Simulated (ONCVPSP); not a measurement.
# Pseudopotential generation for tungsten: ONCV, PW91, scalar-relativistic.

Input for ONCVPSP 4.0.1:

```
# ATOM AND REFERENCE CONFIGURATION
# atsym  z   nc   nv     iexc    psfile
  W 74.00   10    4  -109134      upf
#
#   n    l    f
    1    0    2.00
    2    0    2.00
    2    1    6.00
    3    0    2.00
    3    1    6.00
    3    2   10.00
    4    0    2.00
    4    1    6.00
    4    2   10.00
    4    3   14.00
    5    0    2.00
    5    1    6.00
    5    2    4.50
    6    0    1.50
#
# PSEUDOPOTENTIAL AND OPTIMIZATION
# lmax
    2
#
#   l,   rc,      ep,       ncon, nbas, qcut
    0    2.00    0.00    4    8    7.20
    1    1.70    0.00    4    7    8.40
    2    2.60    0.00    4    9    6.10
#
# LOCAL POTENTIAL
# lloc, lpopt,  rc(5),   dvloc0
    4    5    1.70    0.00
#
# VANDERBILT-KLEINMAN-BYLANDER PROJECTORs
# l, nproj, debl
    0    2    3.90
    1    2    2.00
    2    2    2.90
#
# MODEL CORE CHARGE
# icmod, fcfact, rcfact
    3    2.50    1.15
#
# LOG DERIVATIVE ANALYSIS
# epsh1, epsh2, depsh
   -4.00    5.00    0.02
#
# OUTPUT GRID
# rlmax, drl
    6.00    0.01
#
# TEST CONFIGURATIONS
# ncnf
    4
# nvcnf
#   n    l    f
    4
    5    0    2.00
    5    1    6.00
    5    2    4.00
    6    0    2.00
#
    4
    5    0    2.00
    5    1    6.00
    5    2    4.00
    6    0    1.00
#
    4
    5    0    2.00
    5    1    6.00
    5    2    4.00
    6    0    0.00
#
    4
    5    0    2.00
    5    1    5.00
    5    2    4.00
    6    0    2.00
#
```

Command:

```bash
oncvpsp.x < W.dat > W.out
```

The program printed (shortened: citation, most of the input echo, consistency checks and plot data are left out):

```
ONCVPSP  (Optimized Norm-Conservinng Vanderbilt PSeudopotential)
scalar-relativistic version 4.0.1

#   n    l    f        energy (Ha)
    1    0    2.00    -2.5541966E+03
    2    0    2.00    -4.4081645E+02
    2    1    6.00    -3.8548693E+02
    3    0    2.00    -1.0149271E+02
    3    1    6.00    -8.5110763E+01
    3    2   10.00    -6.6275792E+01
    4    0    2.00    -2.0906071E+01
    4    1    6.00    -1.5533144E+01
    4    2   10.00    -8.7258114E+00
    4    3   14.00    -1.1846791E+00
    5    0    2.00    -2.8711340E+00
    5    1    6.00    -1.5549819E+00
    5    2    4.50    -1.4400899E-01
    6    0    1.50    -2.0098379E-01

Reference configufation results
  iterations    29
  all-electron total energy (Ha)   -1.61441189D+04

Begin loop to  construct optimized pseudo wave functions
and semi-local pseudopoentials for all angular momenta

Calculating optimized projector #   1

 for l=   0

    Fraction of norm inside rc  0.984672
    Optimizing pswf for qcut=   7.20 a_B^-1,  ecut=  25.95 Ha
    Residual kinetic energy error=  6.00D-08 Ha

    Energy error per electron        Cutoff
         Ha          eV             Ha
         0.01000     0.27211        9.88
         0.00100     0.02721       15.09
         0.00010     0.00272       18.44
         0.00001     0.00027       21.28

Calculating optimized projector #   2

 for l=   0

    Fraction of norm inside rc  0.116272
    Optimizing pswf for qcut=   7.20 a_B^-1,  ecut=  25.95 Ha
    Residual kinetic energy error=  2.64D-07 Ha

    Energy error per electron        Cutoff
         Ha          eV             Ha
         0.01000     0.27211        5.37
         0.00100     0.02721       14.63
         0.00010     0.00272       18.74
         0.00001     0.00027       21.92

   Wellstate for l =  1  n =  6
     eigenvalue =   0.4450
     asymptotic potential =   0.9450
     half-point radius =  3.0097

Calculating optimized projector #   1

 for l=   1

    Fraction of norm inside rc  0.854297
    Optimizing pswf for qcut=   8.39 a_B^-1,  ecut=  35.22 Ha
    Residual kinetic energy error=  5.28D-07 Ha

    Energy error per electron        Cutoff
         Ha          eV             Ha
         0.01000     0.27211       12.68
         0.00100     0.02721       22.20
         0.00010     0.00272       27.29
         0.00001     0.00027       30.88

Calculating optimized projector #   2

 for l=   1

    Fraction of norm inside rc  0.104835
    Optimizing pswf for qcut=   8.39 a_B^-1,  ecut=  35.22 Ha
    Residual kinetic energy error=  1.41D-06 Ha

    Energy error per electron        Cutoff
         Ha          eV             Ha
         0.01000     0.27211        8.48
         0.00100     0.02721       21.93
         0.00010     0.00272       27.87
         0.00001     0.00027       32.03

   Wellstate for l =  2  n =  8
     eigenvalue =   2.7560
     asymptotic potential =   3.2560
     half-point radius =  4.7141

Calculating optimized projector #   1

 for l=   2

    Fraction of norm inside rc  0.747379
    Optimizing pswf for qcut=   6.10 a_B^-1,  ecut=  18.61 Ha
    Residual kinetic energy error=  1.79D-07 Ha

    Energy error per electron        Cutoff
         Ha          eV             Ha
         0.01000     0.27211        9.30
         0.00100     0.02721       12.08
         0.00010     0.00272       14.25
         0.00001     0.00027       15.96

Calculating optimized projector #   2

 for l=   2

    Fraction of norm inside rc  0.189790
    Optimizing pswf for qcut=   6.10 a_B^-1,  ecut=  18.61 Ha
    Residual kinetic energy error=  4.12D-06 Ha

    Energy error per electron        Cutoff
         Ha          eV             Ha
         0.01000     0.27211       11.27
         0.00100     0.02721       13.94
         0.00010     0.00272       16.01
         0.00001     0.00027       17.82

Construct Vanderbilt / Kleinmman-Bylander projectors

B matrix Hermiticity error, ll=   0
   1   2    3.4676E-04

  Orthonormal projector coefficients  8.0673E+00  1.0787E+00

B matrix Hermiticity error, ll=   1
   1   2    3.2108E-04

  Orthonormal projector coefficients  4.0596E+00 -1.4251E-01

B matrix Hermiticity error, ll=   2
   1   2    1.7396E-04

  Orthonormal projector coefficients  2.1151E+00 -2.3876E-01

Model core correction analysis
  based on d2Exc/dn_idn_j

d2excae - all-electron derivatives

   -2.776934D-02   -2.420996D-02   -9.996629D-03   -1.574128D-03
   -2.420997D-02   -2.429721D-02   -1.350302D-02   -2.577740D-03
   -9.996645D-03   -1.350301D-02   -1.718079D-02   -1.331388D-02
   -1.574075D-03   -2.577506D-03   -1.331124D-02   -2.440880D-02

d2excps - pseudofunction derivatives with no core correction

   -5.296101D-02   -3.394006D-02   -1.131621D-02   -3.645270D-03
   -3.394140D-02   -3.197765D-02   -1.546691D-02   -3.229785D-03
   -1.131632D-02   -1.546702D-02   -1.847378D-02   -1.352512D-02
   -3.646657D-03   -3.229583D-03   -1.352245D-02   -2.466384D-02

rms 2nd derivative error    7.522648E-03

rmatch, rhocmatch    0.9527    9.7081

Teter function model core charge with specified parameters

d2excps - pseudofunction derivatives with core correction

   -3.755609D-02   -2.903263D-02   -1.067180D-02   -2.401035D-03
   -2.903264D-02   -2.935795D-02   -1.508398D-02   -2.871946D-03
   -1.067186D-02   -1.508415D-02   -1.844115D-02   -1.347842D-02
   -2.401048D-03   -2.871699D-03   -1.347576D-02   -2.456073D-02

rms 2nd derivative error    3.326274E-03

Pseudoatom total energy  -68.375236

Diagnostic tests using Vanderbilt-Kleinman-Bylander pseudopotentials
  1 or more projectors used as specified by nproj input data

   l    rcore       rmatch      e in        delta e   norm test  slope test

   0   2.0002565   2.0609886  -2.8711340   0.0000068   1.0000817   1.0000622
   0   2.0002565   2.0609886  -0.2009838   0.0000021   1.0000439   1.0000309

   1   1.7019242   1.7535983  -1.5549819  -0.0000071   1.0001810   1.0001890
   1   1.7019242   1.7535983   0.4450181   0.0000024   1.0002963   1.0002963

   2   2.6025365   2.6815552  -0.1440090  -0.0000006   1.0000251   1.0000282
   2   2.6025365   2.6815552   2.7559910   0.0000088   1.0000929   1.0000929

 Testing for bound ghosts
   n   l    E NL Schr. Eq   E Basis Diag.   E Cutoff

   1   0       -2.871127       -2.871127     66.39
   2   0       -0.200982       -0.182248     66.39

   2   1       -1.554989       -1.554977     77.14

   3   2       -0.144010       -0.143442     65.47

 Testing for highly-localized positive-energy ghosts
       l    <radius>/rc     E Basis Diag.   E Cutoff

       0        0.890908       11.082281     66.39  WARNING - GHOST(+)

Test configuration 0

   n   l     f        eae           eps        diff
   1   0  2.0000-2554.19662284
   2   0  2.0000 -440.81645314
   2   1  6.0000 -385.48693447
   3   0  2.0000 -101.49271317
   3   1  6.0000  -85.11076302
   3   2 10.0000  -66.27579210
   4   0  2.0000  -20.90607111
   4   1  6.0000  -15.53314444
   4   2 10.0000   -8.72581138
   4   3 14.0000   -1.18467907
   5   0  2.0000   -2.87113404   -2.87112723    6.81D-06
   5   1  6.0000   -1.55498190   -1.55498903   -7.13D-06
   5   2  4.5000   -0.14400899   -0.14400957   -5.83D-07
   6   0  1.5000   -0.20098379   -0.20098167    2.13D-06

    Total energies and differences
      AE_ref= -1.61441189D+04  AE_tst= -1.61441189D+04  dif=  0.00D+00
      PS_ref= -6.83752359D+01  PS_tst= -6.83752359D+01  dif=  1.42D-14
      PSP excitation error= -1.42D-14

Test configuration 1

   n   l     f        eae           eps        diff
   1   0  2.0000-2554.23324396
   2   0  2.0000 -440.85488073
   2   1  6.0000 -385.52530905
   3   0  2.0000 -101.53065323
   3   1  6.0000  -85.14870191
   3   2 10.0000  -66.31389854
   4   0  2.0000  -20.94398578
   4   1  6.0000  -15.57112327
   4   2 10.0000   -8.76393455
   4   3 14.0000   -1.22274767
   5   0  2.0000   -2.90846796   -2.90733522    1.13D-03
   5   1  6.0000   -1.58966346   -1.58942676    2.37D-04
   5   2  4.0000   -0.16667644   -0.16662132    5.51D-05
   6   0  2.0000   -0.21195873   -0.21197991   -2.12D-05

    Total energies and differences
      AE_ref= -1.61441189D+04  AE_tst= -1.61441445D+04  dif= -2.55D-02
      PS_ref= -6.83752359D+01  PS_tst= -6.84008758D+01  dif= -2.56D-02
      PSP excitation error=  9.10D-05

Test configuration 2

   n   l     f        eae           eps        diff
   1   0  2.0000-2554.51084313
   2   0  2.0000 -441.13051227
   2   1  6.0000 -385.80100192
   3   0  2.0000 -101.80649451
   3   1  6.0000  -85.42454622
   3   2 10.0000  -66.58960834
   4   0  2.0000  -21.21992468
   4   1  6.0000  -15.84702261
   4   2 10.0000   -9.03971116
   4   3 14.0000   -1.49845566
   5   0  2.0000   -3.18436597   -3.18505639   -6.90D-04
   5   1  6.0000   -1.86638758   -1.86675661   -3.69D-04
   5   2  4.0000   -0.43357282   -0.43354327    2.95D-05
   6   0  1.0000   -0.45024154   -0.45024742   -5.88D-06

    Total energies and differences
      AE_ref= -1.61441189D+04  AE_tst= -1.61438157D+04  dif=  3.03D-01
      PS_ref= -6.83752359D+01  PS_tst= -6.80719465D+01  dif=  3.03D-01
      PSP excitation error= -4.09D-05

Test configuration 3

   n   l     f        eae           eps        diff
   1   0  2.0000-2554.83040792
   2   0  2.0000 -441.44743678
   2   1  6.0000 -386.11802041
   3   0  2.0000 -102.12333094
   3   1  6.0000  -85.74138887
   3   2 10.0000  -66.90632434
   4   0  2.0000  -21.53683416
   4   1  6.0000  -16.16389148
   4   2 10.0000   -9.35642776
   4   3 14.0000   -1.81493535
   5   0  2.0000   -3.50038165   -3.50390727   -3.53D-03
   5   1  6.0000   -2.18217061   -2.18357071   -1.40D-03
   5   2  4.0000   -0.73333731   -0.73331310    2.42D-05

    Total energies and differences
      AE_ref= -1.61441189D+04  AE_tst= -1.61432370D+04  dif=  8.82D-01
      PS_ref= -6.83752359D+01  PS_tst= -6.74930628D+01  dif=  8.82D-01
      PSP excitation error= -2.08D-04

Test configuration 4

   n   l     f        eae           eps        diff
   1   0  2.0000-2554.74899601
   2   0  2.0000 -441.35353328
   2   1  6.0000 -386.02559007
   3   0  2.0000 -102.02047882
   3   1  6.0000  -85.63874476
   3   2 10.0000  -66.80398652
   4   0  2.0000  -21.43451591
   4   1  6.0000  -16.06210992
   4   2 10.0000   -9.25470053
   4   3 14.0000   -1.70854107
   5   0  2.0000   -3.36842440   -3.38430959   -1.59D-02
   5   1  5.0000   -2.03009443   -2.03774807   -7.65D-03
   5   2  4.0000   -0.53838512   -0.53857188   -1.87D-04
   6   0  2.0000   -0.49770405   -0.49855959   -8.56D-04

    Total energies and differences
      AE_ref= -1.61441189D+04  AE_tst= -1.61423435D+04  dif=  1.78D+00
      PS_ref= -6.83752359D+01  PS_tst= -6.65944222D+01  dif=  1.78D+00
      PSP excitation error= -5.35D-03
```

The run took about 4.5 s on one core of a shared server CPU.
